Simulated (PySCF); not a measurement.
Species: C7H9N.
Bonds: C1–C2, C2–C3 (aromatic), C3–C4 (aromatic), C4–C5 (aromatic), C5–C6 (aromatic), C6–C7 (aromatic), C7–N8, C2–C7 (aromatic). Hydrogens: H9, H10, H11 on C1; H12 on C3; H13 on C4; H14 on C5; H15 on C6; H16, H17 on N8.

The geometry is computed with GFN2-xTB (gas phase).

Q: List the bond lengths and angles at this level.

A: 
| bond | length (Å) | order |
| --- | --- | --- |
| C1–C2 | 1.501 | single |
| C2–C3 | 1.384 | aromatic |
| C3–C4 | 1.385 | aromatic |
| C4–C5 | 1.383 | aromatic |
| C5–C6 | 1.381 | aromatic |
| C6–C7 | 1.393 | aromatic |
| C7–N8 | 1.386 | single |
| C2–C7 | 1.403 | aromatic |
| C1–H9, C1–H10, C1–H11 | 1.090 | single |
| C3–H12 | 1.081 | single |
| C4–H13 | 1.079 | single |
| C5–H14 | 1.080 | single |
| C6–H15 | 1.082 | single |
| N8–H16, N8–H17 | 1.007 | single |

Bonds in one row agree within 0.01 Å and their mean is given. Orders are formal, as drawn. A selection of angles:
| angle | degrees |
| --- | --- |
| C1–C2–C3 | 120.9 |
| C1–C2–C7 | 120.3 |
| C3–C2–C7 | 118.9 |
| C2–C3–C4 | 121.6 |
| C3–C4–C5 | 119.4 |
| C4–C5–C6 | 120.0 |
| C5–C6–C7 | 120.9 |
| C6–C7–N8 | 119.9 |
| C2–C7–C6 | 119.3 |
| C2–C7–N8 | 120.7 |
| H16–N8–C7 | 116.1 |
| H17–N8–C7 | 115.1 |

The 8 heavy atoms lie in one plane (0.015 Å rms). The 7 C–C bonds span 1.381 Å (C5–C6, aromatic) to 1.501 Å (C1–C2, drawn single), a spread of 0.120 Å. Of the pairs four or more bonds apart, C1···H16 is among the closest relative to their van der Waals radii: 2.53 Å, 87 % of the sum of Bondi's values. The 6-membered ring C2–C3–C4–C5–C6–C7 has internal angles of 118.9° to 121.6°; it is planar, 0.00 Å rms from its mean plane, widest ring torsion 0°. N8 (aniline-type nitrogen) is pyramidal (angles 116.1°, 115.1° and 113.8°, sum 345.0°, 0.25 Å off the plane of its three neighbours).

GFN2-xTB frequencies: not computed here.
